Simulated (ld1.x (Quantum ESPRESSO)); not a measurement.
## What the settings do to the TM potential of germanium (Ge)

Base potential:

ld1.x (Quantum ESPRESSO) 7.5 input, shortened:

```
&input
   title='Ge', zed=32., rel=1, dft='PW91', iswitch=3,
   config='[Ar] 3d10 4s2 4p0.5'
 /
 &inputp
   pseudotype=2, tm=.true., lloc=-1, rcloc=1.40,
   nlcc=.false.
 /
3
4S  1  0   2.00   0.00  1.70  1.70  0.0
4P  2  1   0.50   0.00  1.55  1.55  0.0
3D  3  2  10.00   0.00  1.00  1.00  0.0
 &test
   configts(1)='3d10 4s2 4p0.5'
 /
```

Cutoffs, loose and tight: the cutoffs (Ry, on a coarse ladder) from which the occupation-weighted sum of valence levels, in a spherical-Bessel basis at the reference potential, stays within 10 and 1 mRy of its value at 400 Ry. They do not see the model core or the augmentation charge, which bear on the density cutoff. Test errors are all-electron minus pseudo excitation energies from the reference, over the configurations 3d10 4s2 4p2; 3d10 4s2 4p1; 3d10 4s2 4p0; 3d10 4s0 4p0; 3d9 4s2 4p3; 3d9 4s2 4p2; 3d10 4s0 4p4. A dash means not determined; rows that change the core or the reference have their own tests. The largest error is taken over the tests solved by every variant that gives reliable tests at all: 3d10 4s0 4p0; 3d10 4s0 4p4; 3d10 4s2 4p0; 3d10 4s2 4p1.

A true bound ghost makes a file unfit for plane-wave use even where its test errors are small: the radial tests pick states by their node count and pass the ghost by. Where a test does run into it, the solver fails or the error is huge.

```tsv
change	outcome	cutoff, loose	cutoff, tight	bound ghosts	largest test error (meV)
base	generated	260 Ry	over 300 Ry	none	+130
all radii scaled by about 0.78 (s 1.32, p 1.20, d 0.78 bohr); local potential all-electron potential smoothed inside 1.10 bohr (lloc = -1)	generated	over 300 Ry	over 300 Ry	s	+144
all radii scaled by about 0.85 (s 1.44, p 1.32, d 0.86 bohr); local potential all-electron potential smoothed inside 1.20 bohr (lloc = -1)	generated	300 Ry	over 300 Ry	s	+132
all radii scaled by about 0.90 (s 1.54, p 1.40, d 0.90 bohr); local potential all-electron potential smoothed inside 1.26 bohr (lloc = -1)	generated	300 Ry	over 300 Ry	s	+128
all radii scaled by about 0.96 (s 1.64, p 1.50, d 0.96 bohr); local potential all-electron potential smoothed inside 1.36 bohr (lloc = -1)	generated	260 Ry	over 300 Ry	none	+129
all radii scaled by about 1.06 (s 1.80, p 1.64, d 1.06 bohr); local potential all-electron potential smoothed inside 1.48 bohr (lloc = -1)	generated	230 Ry	over 300 Ry	none	+129
all radii scaled by about 1.15 (s 1.96, p 1.78, d 1.16 bohr); local potential all-electron potential smoothed inside 1.62 bohr (lloc = -1)	generated	200 Ry	over 300 Ry	none	+108
```

Task: What comes out with this change to the base: all radii scaled by about 1.28 (s 2.18, p 2.00, d 1.28 bohr); local potential all-electron potential smoothed inside 1.80 bohr (lloc = -1)?

Result: outcome: generated; cutoff, loose: 180 Ry; cutoff, tight: 300 Ry; bound ghosts: none; largest test error (meV): +43.

Task: What comes out with this change to the base: all radii scaled by about 1.37 (s 2.34, p 2.12, d 1.38 bohr); local potential all-electron potential smoothed inside 1.92 bohr (lloc = -1)?

Result: outcome: generated; cutoff, loose: 160 Ry; cutoff, tight: 300 Ry; bound ghosts: none; largest test error (meV): -59.

Task: What comes out with this change to the base: all radii scaled by about 1.20 (s 2.06, p 1.86, d 1.20 bohr); local potential all-electron potential smoothed inside 1.68 bohr (lloc = -1)?

Result: outcome: generated; cutoff, loose: 200 Ry; cutoff, tight: over 300 Ry; bound ghosts: none; largest test error (meV): +82.

Reading the sweep of the scale of all radii (base = 1) (base included, trends over the rows without a ghost): The loose cutoff falls from 260 Ry at 0.96 to 160 Ry at 1.37. A larger radius leaves more room for a smooth pseudo-wave, so fewer plane waves are needed; a smaller one forces it to follow the all-electron wave where it bends sharply. The median size of the test errors (rows with all tests solved) is not monotonic: lowest 9.5 meV at 1.06, highest 52.4 meV at 1.37. Bound ghosts are found at 0.78, 0.85, 0.9.
